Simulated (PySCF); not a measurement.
Species: `C=C[Si@@H]1C[C@H]1SCC`. The columns A, B, C and D hold Mulliken, IAO, Hirshfeld and ESP-fitted charges (e) of one PBE0/pcSseg-1 density (PySCF), in a shuffled order. Coordinates in Å (GFN2-xTB); the density's dipole moment is (-1.37, 1.60, -0.69) D.

| atom | x | y | z | A | B | C | D |
| --- | --- | --- | --- | --- | --- | --- | --- |
| C1 | -3.346 | 1.024 | 0.451 | -0.273 | -0.079 | -0.140 | -0.514 |
| C2 | -2.769 | 0.512 | -0.628 | -0.421 | -0.137 | -0.495 | -0.062 |
| Si3 | -1.327 | -0.674 | -0.618 | +0.770 | +0.318 | +0.718 | +0.060 |
| C4 | -1.058 | -1.806 | 0.865 | -0.516 | -0.171 | -0.399 | -0.365 |
| C5 | -0.121 | -0.599 | 0.851 | -0.456 | -0.128 | -0.556 | -0.138 |
| S6 | 1.621 | -0.955 | 0.614 | +0.076 | -0.009 | +0.020 | -0.237 |
| C7 | 2.091 | 0.585 | -0.260 | -0.319 | -0.072 | -0.373 | +0.020 |
| C8 | 3.552 | 0.543 | -0.663 | -0.421 | -0.121 | -0.261 | -0.230 |
| H9 | -3.004 | 0.785 | 1.445 | +0.144 | +0.049 | +0.117 | +0.238 |
| H10 | -4.182 | 1.702 | 0.392 | +0.154 | +0.052 | +0.123 | +0.203 |
| H11 | -3.154 | 0.786 | -1.601 | +0.158 | +0.045 | +0.130 | +0.144 |
| H12 | -0.783 | -1.091 | -1.899 | -0.093 | -0.059 | -0.030 | +0.042 |
| H13 | -1.763 | -1.843 | 1.684 | +0.157 | +0.044 | +0.148 | +0.156 |
| H14 | -0.573 | -2.760 | 0.714 | +0.164 | +0.040 | +0.156 | +0.176 |
| H15 | -0.261 | 0.120 | 1.651 | +0.151 | +0.034 | +0.172 | +0.144 |
| H16 | 1.892 | 1.417 | 0.416 | +0.143 | +0.037 | +0.149 | +0.058 |
| H17 | 1.436 | 0.667 | -1.131 | +0.139 | +0.030 | +0.153 | +0.063 |
| H18 | 3.740 | -0.303 | -1.320 | +0.147 | +0.040 | +0.122 | +0.087 |
| H19 | 4.183 | 0.441 | 0.216 | +0.147 | +0.040 | +0.123 | +0.090 |
| H20 | 3.821 | 1.460 | -1.184 | +0.148 | +0.046 | +0.123 | +0.064 |

**Question.** Which column most likely holds the ESP-fitted charges?

**Answer.** D. Σ q r misses the density's dipole by 0.08 D (D), 1.31 D (B), 1.77 D (A), 2.30 D (C). Charges fitted to the outside potential are the only set here that is tied to the molecule's multipoles.

**Question.** And the Hirshfeld charges?

**Answer.** B. The mean sizes are 0.078 e (B), 0.155 e (D), 0.225 e (C), 0.250 e (A), and Hirshfeld charges are commonly the smallest of these schemes.

As computed, A = IAO, B = Hirshfeld, C = Mulliken, D = ESP-fitted. Hydrogens on carbon: IAO +0.14 to +0.16, Hirshfeld +0.03 to +0.05, Mulliken +0.12 to +0.17, ESP-fitted +0.06 to +0.24 e.

The Mulliken scheme counts on each atom the diagonal of the density matrix times the overlap matrix over that atom's basis functions. The IAO scheme projects the occupied orbitals on a minimal set of polarised atomic orbitals and counts the electrons in each atom's part of it.

The structure is a single GFN2-xTB conformer in the gas phase; no vibrational or solvent corrections.

These values come from a run that also computed NMR shieldings. Time: 53 s wall (with the writing of density and orbital grids); peak memory 1.1 GiB. Hardware: an Arm Neoverse V1 with one thread, no GPU, shared host with 32 logical CPUs at a one-minute load of 10.

The values belong to the conformer `[CH2:1]=[CH:2][Si@@H:3]1[CH2:4][C@H:5]1[S:6][CH2:7][CH3:8]`: C1–C2–Si3–C4 27°, C4–C5–S6–C7 149°, C5–S6–C7–C8 -177°.
